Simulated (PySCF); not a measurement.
C₅H₁₀, SMILES CC1(C)CC1.

The structure is a stationary point at PBE0-D3(BJ)/def2-SVP.

These are PBE0-D3(BJ)/def2-SVP run with PySCF values and carry that method's errors.

Frequencies are harmonic and unscaled.

```tsv
mode	ν (cm⁻¹)	IR (km/mol)	Raman (Å⁴/amu)	depolarisation	moving atoms (share of kinetic energy)
1	221	0.0	0.2	0.75	H 95 %
2	247	0.0	0.1	0.75	H 95 %
3	331	0.0	0.4	0.75	H 54 %, C 46 %
4	356	0.0	1.2	0.57	C 59 %, H 41 %
5	366	0.8	0.0	–	C 60 %, H 40 %
6	396	1.5	0.4	0.75	C 56 %, H 44 %
7	715	2.2	10.0	0.26	C 75 %, H 25 %
8	784	0.0	1.7	0.75	H 99 %
9	883	0.0	0.2	0.75	H 87 %, C 13 %
10	885	4.7	13.9	0.75	C 65 %, H 35 %
11	953	0.0	4.4	0.75	H 75 %, C 25 %
12	967	1.3	4.8	0.75	H 67 %, C 33 %
13	973	17.9	9.5	0.45	H 53 %, C 47 %
14	1039	5.5	1.8	0.35	H 75 %, C 25 %
15	1050	0.0	0.7	0.75	H 77 %, C 23 %
16	1069	0.5	1.0	0.75	H 65 %, C 35 %
17	1107	0.4	10.2	0.21	C 64 %, H 36 %
18	1154	8.1	2.6	0.75	C 57 %, H 43 %
19	1172	0.0	5.0	0.75	H 75 %, C 25 %
20	1322	0.1	1.0	0.75	H 53 %, C 47 %
21	1358	0.5	16.5	0.43	H 63 %, C 37 %
22	1407	10.8	2.9	0.75	H 52 %, C 48 %
23	1408	0.2	5.4	0.30	H 70 %, C 30 %
24	1432	6.5	10.5	0.75	H 92 %, C 8 %
25	1449	0.0	24.4	0.75	H 97 %
26	1464	3.8	0.9	0.75	H 93 %
27	1469	7.3	0.3	0.75	H 96 %
28	1474	9.0	22.7	0.75	H 93 %
29	1519	0.6	3.5	0.28	C 52 %, H 48 %
30	3040	29.0	1.5	0.75	H 97 %
31	3043	33.7	265.2	0.01	H 97 %
32	3127	0.0	12.4	0.75	H 91 %, C 9 %
33	3129	42.4	146.4	0.75	H 91 %, C 9 %
34	3140	14.9	33.6	0.75	H 95 %
35	3144	0.6	135.1	0.03	H 93 %
36	3146	11.2	44.7	0.75	H 91 %, C 9 %
37	3148	33.9	134.8	0.35	H 92 %, C 8 %
38	3233	0.0	89.9	0.75	H 89 %, C 11 %
39	3242	12.7	42.5	0.75	H 89 %, C 11 %
```
